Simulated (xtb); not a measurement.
CH₇ClFNSi₂, SMILES C[Si@](F)(Cl)N[SiH3]. All values are semi-empirical tight-binding results from xtb (GFN2-xTB unless named), good for trends rather than for accurate numbers. Geometry optimised at GFN2-xTB. The structure was generated by enumeration; whether it is a known compound was not checked. One conformer was computed; it need not be the lowest.

Optimised geometry:

Bonds (Å): C1–Si2 1.887, C1–H7 1.085, C1–H8 1.087, C1–H9 1.086, Si2–F3 1.619, Si2–Cl4 2.008, Si2–N5 1.717, N5–Si6 1.742, N5–H10 1.006, Si6–H11 1.464, Si6–H12 1.462, Si6–H13 1.463. Bond angles (°): Si2–C1–H7 111.8, Si2–C1–H8 111.2, Si2–C1–H9 110.4, H7–C1–H8 107.7, H7–C1–H9 107.8, H8–C1–H9 107.7, C1–Si2–F3 106.3, C1–Si2–Cl4 113.4, C1–Si2–N5 114.2, F3–Si2–Cl4 106.5, F3–Si2–N5 107.6, Cl4–Si2–N5 108.4, Si2–N5–Si6 128.1, Si2–N5–H10 115.9, Si6–N5–H10 115.6, N5–Si6–H11 107.3, N5–Si6–H12 104.3, N5–Si6–H13 110.7, H11–Si6–H12 112.2, H11–Si6–H13 110.3, H12–Si6–H13 111.8.

Computed properties:
```
Item                                             Value
---------------------------------------  -------------
orbital gap                                    5.50 eV
dipole moment                                   2.55 D
zero-point energy                        50.6 kcal/mol
G − E(el) at 298.15 K (modified RRHO)    27.5 kcal/mol
static polarisability (D4 model)            95.9 bohr³
solvation energy, GFN2-xTB/ALPB(water)   -1.2 kcal/mol
solvation energy, GFN2-xTB/ALPB(ch2cl2)  -4.3 kcal/mol
```

Problem. Give the atomic charges and the Wiberg bond orders between heavy atoms. (Estimate from the structure and the level; the computed values follow.)

Solution. charges (e) C1 -0.20, Si2 0.62, F3 -0.27, Cl4 -0.24, N5 -0.44, Si6 0.49, H7 0.05, H8 0.05, H9 0.05, H10 0.16, H11 -0.10, H12 -0.10, H13 -0.08. Bond orders C1–Si2 0.89, Si2–F3 1.05, Si2–Cl4 1.06, Si2–N5 1.10, N5–Si6 1.00.
